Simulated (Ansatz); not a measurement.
Program: Ansatz. Geometries: PBE0-D4/def2-TZVP. ΔE: electronic, gas phase. CCSD(T)/CBS is the MP2 limit (def2-TZVPP, def2-QZVPP) plus CCSD(T) − MP2 in def2-TZVPP, frozen cores. Functionals use def2-TZVPP. B3LYP here is the variant with VWN-RPA as its local correlation; programs differ in this. def2 core potentials past Kr. For Ge, I outer-core shells are correlated without core-valence functions, which leaves a few kJ/mol of doubt a bond. Scalar relativity is left out up to krypton. One conformer a species, not always the lowest.

Reaction (ligand exchange at a Ge–C bond): `C[C](=N)[GeH2][OH]` + HI → `[OH][GeH2][I]` + `CC=N`

Question: Is it downhill or uphill in electronic energy at CCSD(T)/CBS, and by how much? (Best estimate.)

Answer: The calculation gave: Downhill: ΔE = -99.3 kJ/mol.

Question: What do these levels give: ωB97X-V, B3LYP, MP2/def2-TZVPP, CCSD/def2-TZVPP, MP2/def2-QZVPP, CCSD/CBS(def2)? (Estimate.)

Answer: Ansatz gave: ωB97X-V -101.2, B3LYP -106.4, MP2/def2-TZVPP -100.0, CCSD/def2-TZVPP -96.8, MP2/def2-QZVPP -103.6, CCSD/CBS(def2) -102.2 kJ/mol.

Largest T1 diagnostic among the species: 0.012.

In def2-TZVPP, CCSD(T) changes the Hartree–Fock value by +28.6 kJ/mol (the triples alone add +2.9 kJ/mol) and MP2 by +22.4 kJ/mol. The D4 term adds +4.8 kJ/mol with B3LYP and +2.8 kJ/mol with PBE0; it sums over pairs of atoms, weighted by their polarisabilities, and B3LYP, whose exchange is more repulsive, gets the larger term.
